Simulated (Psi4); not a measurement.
Job for Psi4: SAPT0/jun-cc-pV(D+d)Z on CH4N2 (a complex), monomers drawn apart or pushed together.

```
memory 1800 MB

molecule dimer {
0 1
C     0.02467954   -0.04913245   -0.08080792
H     0.96421579    0.39517783    0.24492148
H    -0.07877942   -1.04060640    0.35789737
H    -0.80434320    0.57914786    0.24195607
H     0.01840399   -0.12948199   -1.16684915
--
0 1
N     0.05697554   -0.38047982    4.06115487
N    -0.20738449    0.67717807    4.02559100
units angstrom
symmetry c1
no_reorient
no_com
}

set {
  basis jun-cc-pV(D+d)Z
  scf_type df
  freeze_core true
}

energy('sapt0')
```

Output:

```
[...]
==> Input File <==

--------------------------------------------------------------------------
memory 1800 MB

molecule dimer {
0 1
C     0.02467954   -0.04913245   -0.08080792
H     0.96421579    0.39517783    0.24492148
H    -0.07877942   -1.04060640    0.35789737
H    -0.80434320    0.57914786    0.24195607
H     0.01840399   -0.12948199   -1.16684915
--
0 1
N     0.05697554   -0.38047982    4.06115487
N    -0.20738449    0.67717807    4.02559100
units angstrom
symmetry c1
no_reorient
no_com
}

set {
  basis jun-cc-pV(D+d)Z
  scf_type df
  freeze_core true
}

energy('sapt0')
--------------------------------------------------------------------------


   => Loading Basis Set <=

    Name: JUN-CC-PV(D+D)Z
    Role: ORBITAL
    Keyword: BASIS
    atoms 1   entry C          line   188 file jun-cc-pv_dpd_z.gbs
    atoms 2-5 entry H          line    60 file jun-cc-pv_dpd_z.gbs
    atoms 6-7 entry N          line   222 file jun-cc-pv_dpd_z.gbs

   => Loading Basis Set <=

    Name: JUN-CC-PV(D+D)Z
    Role: ORBITAL
    Keyword: BASIS
    atoms 1   entry C          line   188 file jun-cc-pv_dpd_z.gbs
    atoms 2-5 entry H          line    60 file jun-cc-pv_dpd_z.gbs
    atoms 6-7 entry N          line   222 file jun-cc-pv_dpd_z.gbs


  //>>>>>>>>>>>>>>>>>>>>>>>>>>>>>>>>>>>//
  //              Dimer HF             //
  //<<<<<<<<<<<<<<<<<<<<<<<<<<<<<<<<<<<//

   => Libint2 <=

    Primary   basis highest AM E, G, H:  7, 6, 3
    Auxiliary basis highest AM E, G, H:  7, 7, 4
    Onebody   basis highest AM E, G, H:  -, -, -
    Solid Harmonics ordering:            Gaussian


   => Loading Basis Set <=

    Name: JUN-CC-PV(D+D)Z
    Role: ORBITAL
    Keyword: BASIS
    atoms 1   entry C          line   188 file jun-cc-pv_dpd_z.gbs
    atoms 2-5 entry H          line    60 file jun-cc-pv_dpd_z.gbs
    atoms 6-7 entry N          line   222 file jun-cc-pv_dpd_z.gbs


         ---------------------------------------------------------
                                   SCF
               by Justin Turney, Rob Parrish, Andy Simmonett
                          and Daniel G. A. Smith
                              RHF Reference
                        1 Threads,   1716 MiB Core
         ---------------------------------------------------------

  ==> Geometry <==

    Molecular point group: c1
    Full point group: C1

    Geometry (in Angstrom), charge = 0, multiplicity = 1:

       Center              X                  Y                   Z               Mass
    ------------   -----------------  -----------------  -----------------  -----------------
         C            0.024679540000    -0.049132450000    -0.080807920000    12.000000000000
         H            0.964215790000     0.395177830000     0.244921480000     1.007825032230
         H           -0.078779420000    -1.040606400000     0.357897370000     1.007825032230
         H           -0.804343200000     0.579147860000     0.241956070000     1.007825032230
         H            0.018403990000    -0.129481990000    -1.166849150000     1.007825032230
         N            0.056975540000    -0.380479820000     4.061154870000    14.003074004430
         N           -0.207384490000     0.677178070000     4.025591000000    14.003074004430

  Running in c1 symmetry.

  Rotational constants: A =      1.45831  B =      0.03649  C =      0.03584 [cm^-1]
  Rotational constants: A =  43719.13828  B =   1094.02689  C =   1074.55792 [MHz]
  Nuclear repulsion =   54.944154301192206

  Charge       = 0
  Multiplicity = 1
  Electrons    = 24
  Nalpha       = 12
  Nbeta        = 12

  ==> Algorithm <==

  SCF Algorithm Type is DF.
  DIIS enabled.
  MOM disabled.
  Fractional occupation disabled.
  Guess Type is SAD.
  Energy threshold   = 1.00e-08
  Density threshold  = 1.00e-08
  Integral threshold = 1.00e-12

  ==> Primary Basis <==

  Basis Set: JUN-CC-PV(D+D)Z
    Blend: JUN-CC-PV(D+D)Z
    Number of shells: 36
    Number of basis functions: 74
    Number of Cartesian functions: 77
    Spherical Harmonics?: true
    Max angular momentum: 2

   => Loading Basis Set <=

    Name: (JUN-CC-PV(D+D)Z AUX)
    Role: JKFIT
    Keyword: DF_BASIS_SCF
    atoms 1   entry C          line   146 file jun-cc-pvdz-jkfit.gbs
    atoms 2-5 entry H          line    70 file jun-cc-pvdz-jkfit.gbs
    atoms 6-7 entry N          line   202 file jun-cc-pvdz-jkfit.gbs

  ==> Integral Setup <==

  DFHelper Memory: AOs need 0.015 GiB; user supplied 1.257 GiB.
  SCF_SUBTYPE=INCORE selected. In-core MEM_DF algorithm will be used.
  Using in-core AOs.

  ==> MemDFJK: Density-Fitted J/K Matrices <==

    J tasked:                   Yes
    K tasked:                   Yes
    wK tasked:                   No
    OpenMP threads:               1
    Algorithm:                 Core
    Schwarz Cutoff:           1E-12
    Mask sparsity (%):       2.5566
    Fitting Condition:        1E-10

   => Auxiliary Basis Set <=

  Basis Set: (JUN-CC-PV(D+D)Z AUX)
    Blend: JUN-CC-PVDZ-JKFIT
    Number of shells:
[...]

      59A      2.399311    60A      2.403360    61A      2.737066
      62A      2.738571    63A      2.747482    64A      2.949823
      65A      3.005644    66A      3.006004    67A      3.016721
      68A      3.019926    69A      3.349860    70A      3.547326
      71A      5.042304    72A      5.044497    73A      5.048601
      74A     18.433549

    Final Occupation by Irrep:
              A
    DOCC [     7 ]
    NA   [     7 ]
    NB   [     7 ]

  @DF-RHF Final Energy:  -108.95949829485880

   => Energetics <=

    Nuclear Repulsion Energy =             23.7717870811858667
    One-Electron Energy =                -194.4066560467464910
    Two-Electron Energy =                  61.6753706707018168
    Total Energy =                       -108.9594982948588040

Computation Completed


Properties will be evaluated at   0.000000,   0.000000,   0.000000 [a0]

Properties computed using the SCF density matrix


 Multipole Moments:

 ------------------------------------------------------------------------------------
     Multipole            Electronic (a.u.)      Nuclear  (a.u.)        Total (a.u.)
 ------------------------------------------------------------------------------------

 L = 1.  Multiply by 2.5417464519 to convert [e a0] to [Debye]
 Dipole X            :          1.9895262           -1.9896221           -0.0000959
 Dipole Y            :         -3.9246802            3.9247490            0.0000688
 Dipole Z            :       -106.9695276          106.9721446            0.0026170
 Magnitude           :                                                    0.0026197

 ------------------------------------------------------------------------------------

  Constructing Basis Sets for SAPT...

   => Loading Basis Set <=

    Name: (JUN-CC-PV(D+D)Z AUX)
    Role: RIFIT
    Keyword: DF_BASIS_SAPT
    atoms 1   entry C          line   100 file jun-cc-pvdz-ri.gbs
    atoms 2-5 entry H          line    30 file jun-cc-pvdz-ri.gbs
    atoms 6-7 entry N          line   144 file jun-cc-pvdz-ri.gbs

   => Loading Basis Set <=

    Name: (JUN-CC-PV(D+D)Z AUX)
    Role: JKFIT
    Keyword: DF_BASIS_ELST
    atoms 1   entry C          line   146 file jun-cc-pvdz-jkfit.gbs
    atoms 2-5 entry H          line    70 file jun-cc-pvdz-jkfit.gbs
    atoms 6-7 entry N          line   202 file jun-cc-pvdz-jkfit.gbs


  //>>>>>>>>>>>>>>>>>>>>>>>>>>>>>>>>>>>//
  //               SAPT0               //
  //<<<<<<<<<<<<<<<<<<<<<<<<<<<<<<<<<<<//



        SAPT0
    Ed Hohenstein
     6 June 2009

      Orbital Information
  --------------------------
    NSO        =        74
    NMO        =        74
    NRI        =       251
    NRI (Elst) =       329
    NOCC A     =         5
    NOCC B     =         7
    FOCC A     =         1
    FOCC B     =         2
    NVIR A     =        69
    NVIR B     =        67

    Elst10,r            =    -0.000066509063 [Eh]
    Exch10              =     0.000142900052 [Eh]
    Exch10 (S^2)        =     0.000142879968 [Eh]

    Maxiter = 50
    CPHF R converge = 1.000000E-08

    Iter     Energy [mEh]          dE [mEh]         Residual      Time [s]
       1      -0.01416932       0.014169318     3.677868e-04             0
       2      -0.01627510       0.002105782     4.503408e-05             0
       3      -0.01625171      -0.000023385     1.194368e-05             0
       4      -0.01624031      -0.000011405     2.558689e-06             0
       5      -0.01624047       0.000000158     5.688500e-07             0
       6      -0.01624113       0.000000664     6.906925e-08             0
       7      -0.01624105      -0.000000083     1.094096e-08             0
       8      -0.01624106       0.000000009     1.443025e-09             0

    CHF Iterations converged

    Maxiter = 50
    CPHF R converge = 1.000000E-08

    Iter     Energy [mEh]          dE [mEh]         Residual      Time [s]
       1      -0.00357344       0.003573438     1.998541e-04             0
       2      -0.00410919       0.000535748     2.289968e-05             0
       3      -0.00411394       0.000004749     4.404480e-06             0
       4      -0.00411182      -0.000002114     1.893369e-06             0
       5      -0.00411104      -0.000000784     5.089519e-07             0
       6      -0.00411133       0.000000292     2.668636e-07             0
       7      -0.00411133      -0.000000001     9.598040e-08             0
       8      -0.00411129      -0.000000043     2.179424e-08             0
       9      -0.00411129       0.000000009     5.312974e-09             0

    CHF Iterations converged

    Ind20,r (A<-B)      =    -0.000016241058 [Eh]
    Ind20,r (B<-A)      =    -0.000004111295 [Eh]
    Ind20,r             =    -0.000020352353 [Eh]
    Exch-Ind20,r (A<-B) =     0.000014991810 [Eh]
    Exch-Ind20,r (B<-A) =     0.000003670809 [Eh]
    Exch-Ind20,r        =     0.000018662619 [Eh]
    Disp20              =    -0.000360171332 [Eh]
    Disp20 (SS)         =    -0.000180085666 [Eh]
    Disp20 (OS)         =    -0.000180085666 [Eh]
    Exch-Disp20         =     0.000009345155 [Eh]
    Exch-Disp20 (SS)    =     0.000005336087 [Eh]
    Exch-Disp20 (OS)    =     0.000004009068 [Eh]

    SAPT Results
  --------------------------------------------------------------------------------------------------------
    Electrostatics                 -0.06650906 [mEh]      -0.04173507 [kcal/mol]      -0.17461952 [kJ/mol]
      Elst10,r                     -0.06650906 [mEh]      -0.04173507 [kcal/mol]      -0.17461952 [kJ/mol]

    Exchange                        0.14290005 [mEh]       0.08967114 [kcal/mol]       0.37518403 [kJ/mol]
      Exch10                        0.14290005 [mEh]       0.08967114 [kcal/mol]       0.37518403 [kJ/mol]
      Exch10(S^2)                   0.14287997 [mEh]       0.08965853 [kcal/mol]       0.37513130 [kJ/mol]

    Induction                      -0.00560202 [mEh]      -0.00351532 [kcal/mol]      -0.01470809 [kJ/mol]
      Ind20,r                      -0.02035235 [mEh]      -0.01277129 [kcal/mol]      -0.05343509 [kJ/mol]
      Exch-Ind20,r                  0.01866262 [mEh]       0.01171097 [kcal/mol]       0.04899870 [kJ/mol]
      delta HF,r (2)               -0.00391228 [mEh]      -0.00245499 [kcal/mol]      -0.01027170 [kJ/mol]

    Dispersion                     -0.35082618 [mEh]      -0.22014675 [kcal/mol]      -0.92109400 [kJ/mol]
      Disp20                       -0.36017133 [mEh]      -0.22601092 [kcal/mol]      -0.94562970 [kJ/mol]
      Exch-Disp20                   0.00934515 [mEh]       0.00586417 [kcal/mol]       0.02453570 [kJ/mol]
      Disp20 (SS)                  -0.18008567 [mEh]      -0.11300546 [kcal/mol]      -0.47281485 [kJ/mol]
      Disp20 (OS)                  -0.18008567 [mEh]      -0.11300546 [kcal/mol]      -0.47281485 [kJ/mol]
      Exch-Disp20 (SS)              0.00533609 [mEh]       0.00334844 [kcal/mol]       0.01400989 [kJ/mol]
      Exch-Disp20 (OS)              0.00400907 [mEh]       0.00251573 [kcal/mol]       0.01052581 [kJ/mol]

  Total HF                          0.07078897 [mEh]       0.04442075 [kcal/mol]       0.18585642 [kJ/mol]
  Total SAPT0                      -0.28003720 [mEh]      -0.17572600 [kcal/mol]      -0.73523758 [kJ/mol]

  Special recipe for scaled SAPT0 (see Manual):
    Electrostatics sSAPT0          -0.06650906 [mEh]      -0.04173507 [kcal/mol]      -0.17461952 [kJ/mol]
    Exchange sSAPT0                 0.14290005 [mEh]       0.08967114 [kcal/mol]       0.37518403 [kJ/mol]
    Induction sSAPT0               -0.00559415 [mEh]      -0.00351038 [kcal/mol]      -0.01468743 [kJ/mol]
    Dispersion sSAPT0              -0.35082224 [mEh]      -0.22014428 [kcal/mol]      -0.92108365 [kJ/mol]
  Total sSAPT0                     -0.28002539 [mEh]      -0.17571859 [kcal/mol]      -0.73520657 [kJ/mol]
  --------------------------------------------------------------------------------------------------------



*** Psi4 exiting successfully. Buy a developer a beer!
```

The run finished.

Cost: around 4 core-seconds (rough).
